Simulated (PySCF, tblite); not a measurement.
Isomers of [C6H12O2P]- (charge -1), one GFN2-xTB conformer each. Single-point energies are computed at PBE0/pcSseg-1 (PySCF, gas phase, no added dispersion term), electronic only.

| SMILES | GFN2-xTB relative energy (kJ/mol) |
| --- | --- |
| C=C[P@](=O)([O-])C(C)(C)C | 25.4 |
| C=CC[P@@](=O)([O-])C(C)C | 19.4 |
| C=C[P@@](=O)([O-])[C@@H](C)CC | 37.6 |
| CC(C)[P@](=O)([O-])C1CC1 | 0.0 |
| CCC[P@@](=O)([O-])C1CC1 | 7.2 |

Conformers: `[CH2:1]=[CH:2][P@:3](=[O:4])([O-:5])[C:6]([CH3:7])([CH3:8])[CH3:9]` (charge -1) with C1–C2–P3–O4 135°; `[CH2:1]=[CH:2][CH2:3][P@@:4](=[O:5])([O-:6])[CH:7]([CH3:8])[CH3:9]` (charge -1) with C1–C2–C3–P4 -118°, C2–C3–P4–O5 174°, C3–P4–C7–C8 -175°; `[CH2:1]=[CH:2][P@@:3](=[O:4])([O-:5])[C@@H:6]([CH3:7])[CH2:8][CH3:9]` (charge -1) with C1–C2–P3–O4 -11°, C2–P3–C6–C7 61°, P3–C6–C8–C9 170°; `[CH3:1][CH:2]([CH3:3])[P@:4](=[O:5])([O-:6])[CH:7]1[CH2:8][CH2:9]1` (charge -1) with C1–C2–P4–O5 70°, C2–P4–C7–C8 -99°; `[CH3:1][CH2:2][CH2:3][P@@:4](=[O:5])([O-:6])[CH:7]1[CH2:8][CH2:9]1` (charge -1) with C1–C2–C3–P4 -179°, C2–C3–P4–O5 -66°, C3–P4–C7–C8 154°.

Q: What does PBE0/pcSseg-1 give for the same structures?

A: 
```
                       SMILES  PBE0/pcSseg-1 E (Eh)  PBE0/pcSseg-1 (kJ/mol)  GFN2-xTB (kJ/mol)  point group
     C=CC[P@@](=O)([O-])C(C)C            -727.11893                     0.0               19.4           C1
    C=C[P@](=O)([O-])C(C)(C)C            -727.11613                     7.4               25.4           C1
     CC(C)[P@](=O)([O-])C1CC1            -727.11237                    17.2                0.0           C1
C=C[P@@](=O)([O-])[C@@H](C)CC            -727.11234                    17.3               37.6           C1
      CCC[P@@](=O)([O-])C1CC1            -727.11216                    17.8                7.2           C1
```

GFN2-xTB puts CC(C)[P@](=O)([O-])C1CC1 lowest instead; measured from each level's own lowest isomer, the values differ by up to 20.3 kJ/mol (C=C[P@@](=O)([O-])[C@@H](C)CC: 37.6 against 17.3). As drawn, the highest has a three-membered ring, which the lowest lacks. Neighbours under 21 kJ/mol apart (C=CC[P@@](=O)([O-])C(C)C and C=C[P@](=O)([O-])C(C)(C)C; C=C[P@](=O)([O-])C(C)(C)C and CC(C)[P@](=O)([O-])C1CC1; CC(C)[P@](=O)([O-])C1CC1 and C=C[P@@](=O)([O-])[C@@H](C)CC; C=C[P@@](=O)([O-])[C@@H](C)CC and CCC[P@@](=O)([O-])C1CC1) can change places with a better method, another conformer or zero-point energy.

Q: What happens when harmonic zero-point energies from GFN2-xTB frequencies are added?

A: 
```
                       SMILES  ZPE (kJ/mol)  electronic (kJ/mol)  with ZPE (kJ/mol)
     C=CC[P@@](=O)([O-])C(C)C         444.5                  0.0                0.0
    C=C[P@](=O)([O-])C(C)(C)C         443.9                  7.4                6.7
     CC(C)[P@](=O)([O-])C1CC1         449.4                 17.2               22.2
C=C[P@@](=O)([O-])[C@@H](C)CC         445.6                 17.3               18.4
      CCC[P@@](=O)([O-])C1CC1         450.4                 17.8               23.6
```

The zero-point energies span 6.5 kJ/mol. The lowest isomer stays, but the order above it changes.
